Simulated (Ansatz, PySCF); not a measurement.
Reaction (SMILES): [CH3][Sn]([OH])([OH])[OH] → [CH3][Sn]([OH])([OH])[OH] as doublet, charge +1 + e-
Each molecule is optimised on its own at B3LYP-D3(BJ)/def2-TZVP (Ansatz, an electronic-structure program), one conformer each, not searched for the lowest.
Geometry of the first species:
```xyz
11

C      2.1277    -0.2690    -0.1885
Sn     0.0250    -0.0032    -0.0022
O     -0.9810    -0.9209    -1.4323
O     -0.5051     1.8974    -0.0825
O     -0.6754    -0.7032     1.7063
H      2.3847    -0.2986    -1.2448
H      2.6303     0.5648     0.2961
H      2.4062    -1.2044     0.2912
H     -1.6947    -1.4630    -1.0779
H     -1.2189     2.0445    -0.7130
H     -1.2304    -0.0576     2.1580
```

Quantity: adiabatic ionisation energy (electronic energy difference), in eV. Correlated levels leave the core frozen unless marked. Open shells are spin-unrestricted. No spin-orbit coupling. The frozen core is the preceding noble-gas configuration, with the filled d and f shells of earlier blocks. Past Kr the def2 sets carry scalar-relativistic core potentials. Basis-set limits of correlation are two-point, X^-3; Hartree-Fock from the larger set. [CCSD(T)-MP2]/basis is that difference in the basis named.

| level | program | adiabatic ionisation energy (eV) |
|---|---|---|
| HF/def2-TZVPD | PySCF | 9.01 |
| HF/def2-QZVPPD | Ansatz | 8.99 |
| PBE-D4/def2-TZVPD | Ansatz + dftd4 | 9.64 |
| B3LYP-D4/def2-TZVPD | Ansatz + dftd4 | 9.92 |
| PBE0/def2-SVP | Ansatz | 9.80 |
| PBE0-D4/def2-TZVP | Ansatz + dftd4 | 9.86 |
| TPSSh-D4/def2-TZVPD | PySCF + dftd4 | 9.66 |

Question: What does RI-MP2/CBS(def2-TZVPP,def2-QZVPP)+[CCSD(T)-MP2]/def2-TZVPP (Ansatz) give?

Answer: 10.12 eV
